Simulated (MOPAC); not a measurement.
Input file for MOPAC: PM3 on AlH3O3 (SMILES [OH][Al]([OH])[OH]), a point of a torsion scan.

```
PM3 1SCF PRECISE CHARGE=0 THREADS=1
AlH3O3

O     -1.41901988 1    -0.70733427 1    -0.11842985 1
Al    -0.20233616 1    -0.13169332 1    -1.05927275 1
O      0.95473023 1    -1.12702467 1    -1.72033279 1
O     -0.12779485 1     1.49354325 1    -1.38961533 1
H     -1.97764473 1    -0.83788257 1     0.62997722 1
H      1.13550539 1    -2.05663327 1    -1.71691427 1
H      0.46388735 1     2.02025805 1    -1.90939357 1
```

The log:

```
*******************************************************************************
 **                                                                           **
 **                              MOPAC v23.2.5                                **
 **                                                                           **
 *******************************************************************************
 ** MOPAC's Digital Object Identifier: https://doi.org/10.5281/zenodo.6511958 **
 **                                                                           **
 ** Please cite the open-source release paper for use of this MOPAC version:  **
 ** J. E. Moussa and J. J. P. Stewart (2026)                                  **
 ** MOPAC: An open-source semiempirical molecular orbital program             **
 ** J. Open Source Softw., 11(119), 8025, https://doi.org/10.21105/joss.08025 **
 *******************************************************************************

                              PM3 CALCULATION RESULTS

 *******************************************************************************
 *  PM3        - The PM3 Hamiltonian to be used
 *
 *
 *
 *                 CHARGE ON SYSTEM = 0
 *
 *
 *
 *  PRECISE    - TIGHTER CRITERIA TO BE USED
 *  1SCF       - DO 1 SCF AND THEN STOP
 *  THREADS=1  - MULTI-THREADING NOT USED
 *  T=         - A TIME OF 172800.0 SECONDS REQUESTED
 *  DUMP=N     - RESTART FILE WRITTEN EVERY 7200.0 SECONDS REQUESTED
 *******************************************************************************
PM3 1SCF PRECISE CHARGE=0 THREADS=1
 AlH3O3

   ATOM   CHEMICAL          X               Y               Z
  NUMBER   SYMBOL      (ANGSTROMS)     (ANGSTROMS)     (ANGSTROMS)

     1       O         -1.41901988  *  -0.70733427  *  -0.11842985  *
     2      Al         -0.20233616  *  -0.13169332  *  -1.05927275  *
     3       O          0.95473023  *  -1.12702467  *  -1.72033279  *
     4       O         -0.12779485  *   1.49354325  *  -1.38961533  *
     5       H         -1.97764473  *  -0.83788257  *   0.62997722  *
     6       H          1.13550539  *  -2.05663327  *  -1.71691427  *
     7       H          0.46388735  *   2.02025805  *  -1.90939357  *



          CARTESIAN COORDINATES

    NO.       ATOM           X           Y           Z

     1         O         -1.4190     -0.7073     -0.1184
     2        Al         -0.2023     -0.1317     -1.0593
     3         O          0.9547     -1.1270     -1.7203
     4         O         -0.1278      1.4935     -1.3896
     5         H         -1.9776     -0.8379      0.6300
     6         H          1.1355     -2.0566     -1.7169
     7         H          0.4639      2.0203     -1.9094

  H: (PM3): J. J. P. STEWART, J. COMP. CHEM. 10, 209 (1989).
  O: (PM3): J. J. P. STEWART, J. COMP. CHEM. 10, 209 (1989).
 Al: (PM3): J. J. P. STEWART, J. COMP. CHEM. 10, 209 (1989).

           Empirical Formula: H3 O3 Al  =     7 atoms



      MOLECULAR POINT GROUP   :   C1


      RHF CALCULATION, NO. OF DOUBLY OCCUPIED LEVELS = 12


 -------------------------------------------------------------------------------
 PM3 1SCF PRECISE CHARGE=0 THREADS=1
 AlH3O3



     1SCF WAS SPECIFIED, SO BFGS WAS NOT USED
     SCF FIELD WAS ACHIEVED


                              PM3 CALCULATION
                                                       MOPAC v23.2.5 Linux




          FINAL HEAT OF FORMATION =       -215.93102 KCAL/MOL =    -903.45537 KJ/MOL


          COSMO AREA              =         99.85 SQUARE ANGSTROMS
          COSMO VOLUME            =         83.37 CUBIC ANGSTROMS

          IONIZATION POTENTIAL    =         10.948443 EV
          HOMO LUMO ENERGIES (EV) =        -10.948 -0.503
          NO. OF FILLED LEVELS    =         12
          MOLECULAR WEIGHT        =         78.0034         POINT GROUP:  C1

          MOLECULAR DIMENSIONS (Angstroms)

            Atom       Atom       Distance
            H     7    H     5     4.53635
            H     6    O     4     3.52418
            H     5    O     1     0.20743


          SCF CALCULATIONS        =          1





   ATOM   CHEMICAL          X               Y               Z
  NUMBER   SYMBOL      (ANGSTROMS)     (ANGSTROMS)     (ANGSTROMS)

     1       O         -1.41901988  *  -0.70733427  *  -0.11842985  *
     2      Al         -0.20233616  *  -0.13169332  *  -1.05927275  *
     3       O          0.95473023  *  -1.12702467  *  -1.72033279  *
     4       O         -0.12779485  *   1.49354325  *  -1.38961533  *
     5       H         -1.97764473  *  -0.83788257  *   0.62997722  *
     6       H          1.13550539  *  -2.05663327  *  -1.71691427  *
     7       H          0.46388735  *   2.02025805  *  -1.90939357  *

                             CARTESIAN COORDINATES

   1    O       -1.419019880    -0.707334270    -0.118429850
   2   Al       -0.202336160    -0.131693320    -1.059272750
   3    O        0.954730230    -1.127024670    -1.720332790
   4    O       -0.127794850     1.493543250    -1.389615330
   5    H       -1.977644730    -0.837882570     0.629977220
   6    H        1.135505390    -2.056633270    -1.716914270
   7    H        0.463887350     2.020258050    -1.909393570


           Empirical Formula: H3 O3 Al  =     7 atoms



      MOLECULAR POINT GROUP   :   C1


                  EIGENVALUES
 -35.85622 -35.56910 -34.69858 -17.14557 -16.33070 -15.90467 -13.26804 -12.09455
 -12.00563 -11.22920 -10.97928 -10.94844  -0.50322   1.45205   1.69167   2.70120
   5.73260   5.82866   6.10814


              NET ATOMIC CHARGES AND DIPOLE CONTRIBUTIONS

  ATOM NO.   TYPE          CHARGE      No. of ELECS.   s-Pop       p-Pop
    1          O          -0.585488        6.5855     1.69704     4.88844
    2         Al           0.936783        2.0632     0.52786     1.53536
    3          O          -0.519567        6.5196     1.73207     4.78750
    4          O          -0.502274        6.5023     1.73226     4.77001
    5          H           0.244526        0.7555     0.75547
    6          H           0.211386        0.7886     0.78861
    7          H           0.214633        0.7854     0.78537
 DIPOLE           X         Y         Z       TOTAL
 POINT-CHG.     0.314    -0.384     0.241     0.551
 HYBRID        -0.104    -0.429     0.261     0.513
 SUM            0.210    -0.812     0.501     0.978


          ATOMIC ORBITAL ELECTRON POPULATIONS

     Atom    s        px        py        pz
    1  O   1.69704   1.57149   1.85635   1.46061
    2 Al   0.52786   0.46970   0.51964   0.54602
    3  O   1.73207   1.70826   1.27546   1.80378
    4  O   1.73226   1.62472   1.48630   1.65899
    5  H   0.75547
    6  H   0.78861
    7  H   0.78537

 **********************
 *                    *
 * JOB ENDED NORMALLY *
 *                    *
 **********************




 == MOPAC DONE ==
```

The run finished.

Cost: about 0.04 core-seconds (a rough figure).
